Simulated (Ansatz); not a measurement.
Species: SiI, charge 0, multiplicity 2. 
Geometry from a B3LYP-D3(BJ)/def2-TZVP (Ansatz, a first-principles code) optimisation:
```xyz
2

Si     0.0000     0.0000    -1.9529
I      0.0000     0.0000     0.5159
```
Charge 0, spin multiplicity 2.

Property: vertical ionisation energy (to the singlet state of charge +1; each state is the SCF solution reached for its spin; for the singlet T1 is 0.030), in eV. Valence correlation only, unless marked. UHF or UKS for open shells. No spin-orbit coupling. The frozen core is the preceding noble-gas configuration, with the filled d and f shells of earlier blocks. Past Kr the def2 sets carry scalar-relativistic core potentials. CBS(X,Y): correlation extrapolated as X^-3; Hartree-Fock from the larger set.

```csv
level,program,vertical ionisation energy (eV)
wB97X-V/def2-TZVPD,Ansatz,?
CCSD/def2-TZVPPD,Ansatz,?
CCSD/def2-QZVPPD,Ansatz,7.34
"CCSD(T)/CBS(def2-TZVPPD,def2-QZVPPD)",Ansatz,7.34
```

Complete the blanks.


- wB97X-V/def2-TZVPD, vertical ionisation energy (eV): 7.42
- CCSD/def2-TZVPPD, vertical ionisation energy (eV): 7.27
